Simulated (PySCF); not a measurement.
## Ca2Te, singlet: structure and spectrum

All numbers come from PBE0/[Te def2-SVP with ECP28, Ca def2-SVP], scalar-relativistic core potentials, density fitting, no spin–orbit coupling, PySCF.

The structure is a minimum.

Z-matrix (Å, degrees; charge 0 multiplicity 1):
```
Te
Ca 1 2.8664
Ca 1 2.8664 2 71.64
```

```
Point group                                                                   : C2v
Bond lengths                                                                  : Ca–Ca 3.355 Å, Te–Ca 2.866 Å (×2)
Bond angles                                                                   : Ca–Ca–Te 54.2° (×2), Ca–Te–Ca 71.6°
Enthalpy at 298.15 K above 0 K                                                : 14.47 kJ/mol
Principal polarisabilities                                                    : 140.3, 176.7, 449.1 bohr³
Entropy at 298.15 K and 1 bar                                                 : 318.4 J/(mol K)
Principal quadrupole moments (Buckingham, traceless) about the centre of mass : -14.54, -11.21, 25.75 D Å
Highest occupied level                                                        : -3.93 eV
Dipole moment                                                                 : 5.47 D
Atomisation energy without zero-point energy                                  : 450 kJ/mol
Rotational symmetry number                                                    : 2
Zero-point energy                                                             : 3.4 kJ/mol
Rotational constants                                                          : 0.07495, 0.06306, 0.03425 cm⁻¹
Lowest empty level                                                            : -2.12 eV
Heat capacity Cp at 298.15 K                                                  : 56.4 J/(mol K)
```

Harmonic modes (masses in u: Te 129.906, Ca 39.963):
| symmetry | ω (cm⁻¹) | IR (km/mol) | μ (u) |
| --- | --- | --- | --- |
| a1 | 136 | 5.6 | 45.42 |
| b2 | 187 | 20.3 | 45.44 |
| a1 | 251 | 10.5 | 46.66 |

In C2v the vibrations span 2a1 + b2. Here b1 is antisymmetric to the molecular plane and b2 lies in it.

Charges (e):
| atom | Mulliken | Löwdin | polar tensor | Mayer order to Te1 |
| --- | --- | --- | --- | --- |
| Te1 | -0.56 | -0.09 | -0.34 | – |
| Ca2,3 | 0.28 | 0.04 | 0.17 | 1.10 |
Other Mayer orders above 0.3: Ca–Ca 1.04.

Mulliken populations on Te1 (electrons outside its core potential): s 3.90, p 10.64, d 10.03.

Outer orbital energies (eV). occupied: -29.64, -29.63, -29.59, -14.65, -6.03, -5.74, -5.16, -3.93; empty: -2.12, -0.85, -0.80, -0.56.

Only a few start shapes were tried, so a lower isomer may exist.

The final relaxation and frequency run took roughly 40 core-seconds on a shared host.
